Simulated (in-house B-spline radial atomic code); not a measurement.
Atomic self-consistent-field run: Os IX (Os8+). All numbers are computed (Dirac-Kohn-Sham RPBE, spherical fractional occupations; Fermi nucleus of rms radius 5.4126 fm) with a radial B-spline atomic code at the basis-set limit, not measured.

Command:
```bash
python run_scf.py task.json out
```
Settings (nuclear radius in fm, mass in u):
```
Z                76
configuration    [Xe] 4f14
hamiltonian      dirac
method           rpbe,pbe
spin_polarised   False
nucleus          fermi
rms_radius       5.4126
atomic_mass      191.96148
speed_of_light   137.035999084
```

Output (hartree, bohr):
```
 radial grid: 66 intervals, B-splines of order 8, outer radius 16.6667 bohr

 iter        energy (Eh)    residual
    1      -17248.839861    7.88e-01
    2      -17250.445128    9.28e-01
    3      -17264.079054    8.78e-02
    4      -17264.167628    3.70e-02
    5      -17264.180938    9.62e-03
    6      -17264.181865    4.52e-03
    7      -17264.182173    2.59e-04
    8      -17264.182175    1.91e-05
    9      -17264.182175    2.37e-07

 total energy                    -17264.18217
 kinetic                           19589.4740
 electron-nucleus                 -42952.3561
 Hartree                            6436.1436
 exchange-correlation               -337.4436

 first-order corrections (not in the total)
   Gaunt                            21.1517
   retardation                      -2.2430
   frequency dependence             -0.3779
   self-energy                      15.5503
   Uehling                          -3.0093
   Wichmann-Kroll                    0.1243
   recoil                            0.0302

 orbital      occ     eigenvalue          <r>       <r^2>       <1/r>     <1/r^2>     <1/r^3>       r_max    small
 1s1/2      2.000     -2714.2215    0.0177371 0.000433583     90.4159     19887.2           -     0.01103  8.26e-02
 2s1/2      2.000      -476.0406     0.074261   0.0065849     22.0918      2748.3           -      0.0636  1.88e-02
 2p1/2      2.000      -456.0275    0.0613045  0.00468455     22.0583     867.858           -      0.0471  1.89e-02
 2p3/2      4.000      -399.7624    0.0694945  0.00587955     18.3135     458.315     17921.8     0.05415  1.69e-02
 3s1/2      2.000      -114.1157     0.193349   0.0428874     8.11248     621.775           -       0.179  6.23e-03
 3p1/2      2.000      -105.1478     0.183447   0.0392473      8.0278     199.818           -      0.1674  6.17e-03
 3p3/2      4.000       -92.8743     0.198556   0.0457593     7.05657     107.112     4197.58      0.1818  5.61e-03
 3d3/2      4.000       -77.8363     0.173398   0.0353123     6.95212     60.5955     711.922      0.1421  5.50e-03
 3d5/2      6.000       -75.1768      0.17803   0.0370935     6.72575     55.8709     599.662       0.146  5.35e-03
 4s1/2      2.000       -27.5029     0.431636     0.21052     3.41808      156.72           -      0.4053  2.07e-03
 4p1/2      2.000       -23.7347     0.435575    0.216115     3.30829      49.343           -      0.4043  1.98e-03
 4p3/2      4.000       -20.8517     0.469035    0.250248     2.97136     26.5468     969.554      0.4343  1.77e-03
 4d3/2      4.000       -14.6634     0.481946    0.268953     2.76201     13.8757     148.208      0.4293  1.57e-03
 4d5/2      6.000       -14.1287     0.493162    0.281417     2.68257     12.7608     122.141      0.4387  1.52e-03
 5s1/2      2.000        -7.5444     0.976976     1.06585     1.39131     31.7725           -      0.9054  5.22e-04
 5p1/2      2.000        -6.3264      1.04521     1.22448     1.28408     9.31562           -      0.9571  4.56e-04
 5p3/2      4.000        -5.8120      1.12022     1.40488     1.17813     5.18005     173.303       1.028  4.05e-04
 4f5/2      6.000        -6.2833     0.544596    0.361871     2.27469      6.5108     23.9231      0.4027  1.14e-03
 4f7/2      8.000        -6.1787     0.551942    0.371713     2.24363     6.32504     22.7958      0.4074  1.11e-03
```

Run time, properties included: 1.6 s on 1 thread of Arm Neoverse V2 (shared host).

For the Dirac Hamiltonian the kinetic term is c α·p + (β - 1)c².
